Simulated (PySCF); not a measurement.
Be(OH)(NH2) (BeH₃NO), SMILES [NH2][Be][OH]. Geometry optimised at PBE0-D3(BJ)/def2-TZVP. The values are those of a single conformer.

Computed with PBE0-D3(BJ)/def2-TZVP (PySCF 2.14.0).

Harmonic wavenumbers (cm⁻¹): 257, 290, 296, 310, 606, 700, 713, 1476, 1577, 3628, 3711, 4000. Rotational constants (GHz): 265.4, 6.481, 6.413; symmetry number 1.

### Question
Work out the zero-point energy and the ideal-gas rigid-rotor harmonic-oscillator thermochemistry at 298.15 K and 1 atm.

### Answer
ZPE = ½ Σ hcν = ½ × 17565 cm⁻¹ = 105.06 kJ/mol. H − E(el) = 120.56 kJ/mol. Entropy in J/(mol K): translation 155.37, rotation 87.46, vibration 29.34, total 272.18. G − E(el) = 39.41 kJ/mol. Cp = 73.29 J/(mol K).
